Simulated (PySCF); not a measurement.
**Löwdin shares of the frontier orbitals**

Species: C3H11FSi3.
SMILES with atom numbers: `[F:1][CH:2]1[SiH2:3][CH2:4][SiH2:5][CH2:6][SiH2:7]1` (hydrogens: H8 on C2; H9, H10 on Si3; H11, H12 on C4; H13, H14 on Si5; H15, H16 on C6; H17, H18 on Si7)

Cartesian coordinates in Å at the GFN2-xTB level; atoms count from 1:
```
atom  x, y, z in Å
F1    -0.633   -1.537   -1.837
C2    -0.631   -1.614   -0.432
Si3   -1.850   -0.288    0.224
C4    -1.120    1.418   -0.165
Si5    0.658    1.686    0.454
C6     1.771    0.306   -0.235
Si7    1.187   -1.456    0.155
H8    -1.012   -2.614   -0.211
H9    -3.147   -0.474   -0.439
H10   -1.982   -0.504    1.671
H11   -1.766    2.189    0.253
H12   -1.137    1.562   -1.246
H13    1.151    2.998   -0.003
H14    0.686    1.660    1.924
H15    1.837    0.417   -1.318
H16    2.783    0.438    0.145
H17    1.195   -1.724    1.598
H18    2.001   -2.456   -0.549
```

Level of theory: PySCF, TDDFT wB97X-D/def2-SVPD, vertical, gas phase, core orbitals frozen in the response.

Kohn–Sham orbitals with the atoms that hold most of them (Löwdin shares over 4%, at most four atoms; ? is withheld):

```csv
orbital,ε (eV),atoms
HOMO-3,-11.05,"Si5 19%, H14 15%, F1 13%, C2 11%"
HOMO-2,-10.69,"C6 20%, C4 20%, Si5 16%, Si7 8%"
HOMO-1,-10.16,?
HOMO,-9.79,?
LUMO,1.88,"Si5 19%, Si3 13%, Si7 13%, C4 6%"
LUMO+1,2.11,"Si7 18%, Si3 17%, H17 8%, H10 8%"
LUMO+2,2.16,"Si7 17%, Si3 16%, C2 12%, Si5 10%"
```

(1) Which atoms hold the HOMO-1, and with what shares?

(2) Which atoms hold the HOMO, and with what shares?

(3) How does S1 compare with the orbital gap of 11.67 eV?

Results:

(1) C4 (bonded to 2 Si and 2 H) 15%; C6 (bonded to 2 Si and 2 H) 15%; Si5 (bonded to 2 C and 2 H) 12%; H13 (bonded to Si) 12%. By element: carbon 30% or more, silicon 12% or more, hydrogen 12% or more.

(2) C2 (bonded to F, 2 Si and H) 30%; F1 (bonded to C) 18%; Si3 (bonded to 2 C and 2 H) 13%; Si7 (bonded to 2 C and 2 H) 13%. By element: carbon 30% or more, silicon 26% or more, fluorine 18%.

(3) S1 is at 7.14 eV (f = 0.0098), 4.54 eV below the gap, made of HOMO→LUMO+2 (72%). Its leading pair isn't HOMO and LUMO; the energies of that pair differ by 11.95 eV. Without the coupling terms of the response equations the lowest excitation would equal the gap.

Next come S2 at 7.62 eV (f 0.035), HOMO→LUMO+1 (74%), HOMO→LUMO (11%); S3 at 7.67 eV (f 0.0048), HOMO→LUMO (67%), HOMO→LUMO+1 (13%); S4 at 7.82 eV (f 0.0096), HOMO-1→LUMO+2 (52%), HOMO-1→LUMO (26%); S5 at 8.03 eV (f 0.039), HOMO→LUMO+3 (56%), HOMO-1→LUMO (10%), HOMO-1→LUMO+1 (10%).

One conformer stands for the species.
